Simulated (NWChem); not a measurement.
All runs are NWChem calculations. System: ClSi (+1), charge 1, spin multiplicity 1, at a geometry optimised with PBE/def2-SVP. The structure started from a generated list of species. Level: TDA-LDA (SVWN5)/def2-SVPD.

NWChem printed:

```
             Northwest Computational Chemistry Package (NWChem) 7.3.0
             --------------------------------------------------------

                                NWChem Input Module
                                -------------------

 Scaling coordinates for geometry "geometry" by  1.889725989
 (inverse scale =  0.529177249)

 Turning off AUTOSYM since
 SYMMETRY directive was detected!

                             Geometry "geometry" -> ""
                             -------------------------

 Output coordinates in angstroms (scale by  1.889725989 to convert to a.u.)

  No.       Tag          Charge          X              Y              Z
 ---- ---------------- ---------- -------------- -------------- --------------
    1 Si                  14.0000     0.00000000     0.00000000     1.09341700
    2 Cl                  17.0000     0.00000000     0.00000000    -0.90046100

 Effective nuclear repulsion energy (a.u.)      63.1654420491

            Nuclear Dipole moment (a.u.)
            ----------------------------
        X                 Y               Z
 ---------------- ---------------- ----------------
     0.0000000000     0.0000000000     0.0000018897

      Symmetry information
      --------------------

 Group name             C2v
 Group number             16
 Group order               4
 No. of unique centers     2

      Symmetry unique atoms

     1    2


 Summary of "ao basis" -> "" (spherical)
 ------------------------------------------------------------------------------
       Tag                 Description            Shells   Functions and Types
 ---------------- ------------------------------  ------  ---------------------
 *                         def2-svpd                  on all atoms

                                 NWChem DFT Module
                                 -----------------

 Summary of "ao basis" -> "ao basis" (spherical)
 ------------------------------------------------------------------------------
       Tag                 Description            Shells   Functions and Types
 ---------------- ------------------------------  ------  ---------------------
 Si                        def2-svpd                10       24   5s3p2d
 Cl                        def2-svpd                11       27   5s4p2d

 Summary of "ao basis" -> "ao basis" (spherical)
 ------------------------------------------------------------------------------
       Tag                 Description            Shells   Functions and Types
[...]
     Transition Moments   YY -0.00000  YZ -0.00000  ZZ -0.00000
     Dipole Oscillator Strength                    0.0000000000
     Electric Quadrupole                           0.0000000071
     Magnetic Dipole                               0.0000000000
     Total Oscillator Strength                     0.0000000071

          sigma_e =   1.5936 Angstrom
          sigma_h =   1.1894 Angstrom
         |d_h->e| =   1.5273 Angstrom
            d_exc =   2.5095 Angstrom
            d_CD1 =   1.9315 Angstrom
            d_CD2 =   0.1358 Angstrom
            d_CD3 =   4.0368 Angstrom
     Pearson C.C. =  -0.0028

     Occ.   13  b1  ---  Virt.   16  b2      -0.70682
     Occ.   14  b2  ---  Virt.   17  b1      -0.70682
  ----------------------------------------------------------------------------
  Root   3 singlet a1             0.196364398 a.u.                5.3433 eV
  ----------------------------------------------------------------------------
     Transition Moments    X -0.00000   Y  0.00000   Z  0.00000
     Transition Moments   XX -0.41933  XY  0.00000  XZ  0.00000
     Transition Moments   YY  0.41933  YZ  0.00000  ZZ  0.00002
     Dipole Oscillator Strength                    0.0000000000
     Electric Quadrupole                           0.0000000071
     Magnetic Dipole                               0.0000000000
     Total Oscillator Strength                     0.0000000071

          sigma_e =   1.5936 Angstrom
          sigma_h =   1.1894 Angstrom
         |d_h->e| =   1.5273 Angstrom
            d_exc =   2.5094 Angstrom
            d_CD1 =   1.9315 Angstrom
            d_CD2 =   0.1358 Angstrom
            d_CD3 =   4.0368 Angstrom
     Pearson C.C. =  -0.0027

     Occ.   13  b1  ---  Virt.   17  b1       0.70682
     Occ.   14  b2  ---  Virt.   16  b2      -0.70682
  ----------------------------------------------------------------------------
  Root   4 singlet b2             0.202953546 a.u.                5.5226 eV
  ----------------------------------------------------------------------------
     Transition Moments    X  0.17774   Y  0.63768   Z  0.00000
     Transition Moments   XX  0.00000  XY -0.00000  XZ  0.83556
     Transition Moments   YY -0.00000  YZ  2.99768  ZZ  0.00000
     Dipole Oscillator Strength                    0.0592929046
     Electric Quadrupole                           0.0000004311
     Magnetic Dipole                               0.0000043115
     Total Oscillator Strength                     0.0592976472

          sigma_e =   1.6117 Angstrom
          sigma_h =   1.6846 Angstrom
         |d_h->e| =   0.5262 Angstrom
            d_exc =   2.4169 Angstrom
            d_CD1 =   0.5991 Angstrom
            d_CD2 =  -1.1219 Angstrom
            d_CD3 =   2.9431 Angstrom
     Pearson C.C. =  -0.0238

     Occ.   12  a1  ---  Virt.   16  b2       0.20113
     Occ.   12  a1  ---  Virt.   17  b1       0.05606
     Occ.   15  a1  ---  Virt.   16  b2      -0.93678
     Occ.   15  a1  ---  Virt.   17  b1      -0.26111
  ----------------------------------------------------------------------------
  Root   5 singlet b1             0.202953547 a.u.                5.5226 eV
  ----------------------------------------------------------------------------
     Transition Moments    X  0.63768   Y -0.17774   Z  0.00000
     Transition Moments   XX -0.00000  XY -0.00000  XZ  2.99768
     Transition Moments   YY  0.00000  YZ -0.83556  ZZ  0.00000
     Dipole Oscillator Strength                    0.0592929045
     Electric Quadrupole                           0.0000004311
     Magnetic Dipole                               0.0000043115
     Total Oscillator Strength                     0.0592976471

          sigma_e =   1.6117 Angstrom
          sigma_h =   1.6846 Angstrom
         |d_h->e| =   0.5262 Angstrom
            d_exc =   2.4169 Angstrom
            d_CD1 =   0.5991 Angstrom
            d_CD2 =  -1.1219 Angstrom
            d_CD3 =   2.9431 Angstrom
     Pearson C.C. =  -0.0238

     Occ.   12  a1  ---  Virt.   16  b2      -0.05606
     Occ.   12  a1  ---  Virt.   17  b1       0.20113
     Occ.   15  a1  ---  Virt.   16  b2       0.26111
     Occ.   15  a1  ---  Virt.   17  b1      -0.93678

              Target root =      1
          Target symmetry = none
      Ground state energy =   -746.522140044834
        Excitation energy =      0.188264983287
     Excited state energy =   -746.333875061548

  stored tddft:energy   -746.33387506154781

 Task  times  cpu:        3.7s     wall:        3.7s

 Total times  cpu:        3.8s     wall:        3.8s
```

Q: Write an NWChem input that would produce this output.

A: Several could match; the one computed here: 
```
start mol
memory heap 200 mb stack 900 mb global 1100 mb
charge 1
geometry units angstroms nocenter noautoz
  Si     0.000000     0.000000     1.093417
  Cl     0.000000     0.000000    -0.900461
  symmetry group C2v
end
basis spherical
  * library def2-svpd
end
dft
  xc slater vwn_5
  semidirect memsize 60000000 filesize 0
  iterations 100
end
tddft
  cis
  nroots 5
  notriplet
  thresh 1e-4
end
task tddft energy
```
